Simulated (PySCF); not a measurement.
## Computed vibrations of [Dy(NH3)3]3+

[Dy(NH3)3]3+ (singlet in the valence; each metal's 4f electrons, 9 of them, lie in its core potential, out of spins and levels). PySCF 2.14.0, RKS B3LYP, Dy lcecp-1-SVP with ECP55, N def2-SVP, H def2-SVP; non-relativistic Hamiltonian with scalar-relativistic core potentials where named; density fitting; no spin-orbit coupling. Central differences of gradients.

```xyz
13

Dy    0.0000    0.0000   -0.1945
N     2.2767   -0.0005    0.5993
H     2.4883   -0.6391    1.3911
H     2.9845   -0.2758   -0.1117
H     2.6369    0.9133    0.9372
N    -1.1379    1.9720    0.5993
H    -0.6907    2.4745    1.3911
H    -1.2534    2.7226   -0.1117
H    -2.1094    1.8270    0.9372
N    -1.1388   -1.9714    0.5993
H    -1.7976   -1.8354    1.3911
H    -1.7311   -2.4468   -0.1117
H    -0.5276   -2.7403    0.9372
```

Run from Python with OMP_NUM_THREADS=2. Where DIIS fails, smearing, a level shift and second-order steps follow.
It took 2.5 min on 2 threads of Intel(R) Xeon(R) Platinum 8488C (Sapphire Rapids), on a shared host.

Problem. What are the harmonic wavenumbers and infrared intensities?

Solution. Modes are labelled in C3; negative numbers are unstable modes, those under 60 cm⁻¹ near the noise; a finer grid moves soft modes by up to 10 cm⁻¹.
| cm⁻¹ | km/mol | symmetry |
| --- | --- | --- |
| -29 | – | e |
| -29 | – | e |
| -26 | – | a |
| 58 | 12.2 | a |
| 80 | 5.5 | e |
| 80 | 5.5 | e |
| 359 | 0.0 | a |
| 360 | 5.8 | e |
| 360 | 5.8 | e |
| 632 | 0.3 | a |
| 651 | 36.9 | e |
| 651 | 36.9 | e |
| 681 | 66.6 | e |
| 681 | 66.6 | e |
| 683 | 165.5 | a |
| 1411 | 179.6 | e |
| 1411 | 179.6 | e |
| 1416 | 36.9 | a |
| 1601 | 66.7 | a |
| 1603 | 57.5 | e |
| 1603 | 57.5 | e |
| 1606 | 21.1 | e |
| 1606 | 21.1 | e |
| 1607 | 63.7 | a |
| 3304 | 335.4 | e |
| 3304 | 335.4 | e |
| 3313 | 6.7 | a |
| 3361 | 24.6 | e |
| 3361 | 24.6 | e |
| 3363 | 426.9 | a |
| 3372 | 29.6 | a |
| 3374 | 216.6 | e |
| 3374 | 216.6 | e |

Problem. Is this a minimum?

Solution. Probably not: 3 unstable, though so soft as to be near the noise; the lowest moves the atoms so:
```
Dy   0.00  0.00  0.00
N    0.01  0.01 -0.02
H   -0.01  0.12  0.07
H   -0.01 -0.12  0.01
H    0.05  0.04 -0.16
N    0.02  0.00  0.02
H   -0.14 -0.18  0.23
H    0.29  0.14  0.12
H   -0.09  0.06 -0.27
N    0.01 -0.01  0.00
H   -0.33  0.07 -0.29
H    0.36 -0.26 -0.13
H   -0.01  0.17  0.42
```

An lcecp potential fixes the number of 4f electrons, so in runs with it no electron can move into or out of that shell.
